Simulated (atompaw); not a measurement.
How hard is this potassium PAW (atompaw) potential?

K, PAW, made with atompaw 4.2.0.5 (LDA (PW92), scalar-relativistic). Core [Ar], reference 3d0 4s0.75 4p0 (charge +0.25). Waves: 4s (bound); 4s channel at 1.35 Ry; 4p (bound, empty); 4p channel at 4.3 Ry; 3d (bound, empty); 3d channel at 0.6 Ry. Local part: ultrasoft scheme with l = 3 at 0 Ry, radius 2.85 bohr. Core correction: smooth core density matched at 2.20 bohr. Augmentation charge: besselshape compensation charge, radius 2.90 bohr; PAW radius 3.00 bohr; waves and projectors: bloechl.

The pseudo-atom Hamiltonian at the reference potential is diagonalised in spherical Bessel functions j_l(qr) that vanish at 20 bohr, with q² up to the cutoff. All-electron valence levels (Ry): 4s -0.2507, 4p -0.1201, 3d -0.0499.

Problem. How do the lowest levels (Ry) of each channel move with the cutoff, and are there ghosts?

Solution.

| cutoff (Ry) | s #1 | s #2 | s #3 | p #1 | p #2 | d #1 | d #2 | f #1 | Σ f·Δε (mRy) |
| --- | --- | --- | --- | --- | --- | --- | --- | --- | --- |
| 8 | -0.5627 | -0.2501 | -0.0322 | -0.1197 | 0.0124 | -0.0454 | 0.0351 | 0.0528 | 0.5 |
| 10 | -0.9845 | -0.2507 | -0.0322 | -0.1198 | 0.0124 | -0.0479 | 0.0324 | 0.0528 | 0.1 |
| 400 | -1.2718 | -0.2507 | -0.0322 | -0.1200 | 0.0123 | -0.0494 | 0.0307 | 0.0528 | 0.0 |

Result: ghost state, extra bound levels that the all-electron valence spectrum of the same l lacks: s at -17.3 eV (a true bound ghost makes a file unfit for plane-wave use); 10 mRy is reached at 6 Ry and 1 mRy at 6 Ry.
